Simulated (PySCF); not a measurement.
**NdH₂: from structure and modes to constants**

Level of theory: PySCF, UPBE0, basis Nd def2-TZVP with ECP28, H def2-TZVP (scalar-relativistic core potentials, no spin–orbit coupling, density fitting).

The quintet minimum has C2v symmetry. Masses (u): Nd 141.90772, H 1.00782.

```xyz
3
charge 0 multiplicity 5, angstrom
Nd   -0.0170    0.0000    0.0000
H     1.1958    0.0000    1.7542
H     1.1959    0.0000   -1.7542
```

Harmonic wavenumbers (cm⁻¹): 434.7 (×1), 1198.3 (×1), 1214.8 (×1).

Problem. Find the principal moments of inertia and the rotational constants. What kind of rotor is it?

Solution. About the centre of mass I = 2.9234, 6.2025, 9.1259 u Å². With B = 16.8576/I this gives 5.766, 2.718, 1.847 cm⁻¹. The molecule is an asymmetric top with κ = -0.56.

Problem. What is the harmonic zero-point energy?

Solution. Half the sum of all 3 wavenumbers, 2848/2 = 1424 cm⁻¹, which is 17.0 kJ/mol (1 cm⁻¹ = 0.0119627 kJ/mol).

Problem. Find the vibrational entropy and heat capacity at 298.15 K.

Solution. With u = 1.43878 ω/T, each mode gives S = R[u/(eᵘ−1) − ln(1−e⁻ᵘ)] and C = R u² eᵘ/(eᵘ−1)².
```csv
ω (cm⁻¹),u,S (J/(mol K)),C (J/(mol K))
434.7,2.098,3.53,5.83
1198.3,5.783,0.17,0.86
1214.8,5.862,0.16,0.82
```
The sums over all modes are S = 3.9 and C = 7.5 J/(mol K); the softest mode gives 91 % of the entropy.

Problem. Give the standard entropy (298.15 K, 1 bar) by its translational, rotational, vibrational and spin parts, and Cp.

Solution. Sackur–Tetrode with M = 143.92 u gives 170.8; rotation with symmetry number 2 gives 64.0; vibration 3.9; spin R ln 5 = 13.4. The total is 252.1 J/(mol K), and Cp = 4 R + 7.5 = 40.8 J/(mol K).

The spin densities have lower symmetry than the nuclear frame, so modes carry no symmetry labels. Other isomers or separated fragments may lie lower. Open d and f shells are described by one determinant, and the ground state may have another occupation or spin. The pruned grid is coarse for the open f shell: energies are uncertain by about 2 kJ/mol and soft modes are noisy. With an element this heavy the missing spin–orbit coupling can shift these numbers.
